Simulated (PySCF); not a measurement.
SiH₃F, SMILES F[SiH3]. The structure is a stationary point at r2SCAN-D4/def2-TZVP.

TDDFT-LC-ωPBE/def2-TZVPD (PySCF) puts the lowest singlet excitations at 8.19, 8.19, 9.45, 9.72, 9.72, 10.40 eV.

Question: What are the lowest excitation roots from ADC(2)/aug-cc-pVDZ run with PySCF? (An estimate is asked for; the answer gives what the named calculation found.)

Answer: 8.43, 8.43, 9.42, 9.42, 9.65, 10.31 eV. S1 differs by 0.24 eV (second minus first; roots are paired by order, and the bases may differ).
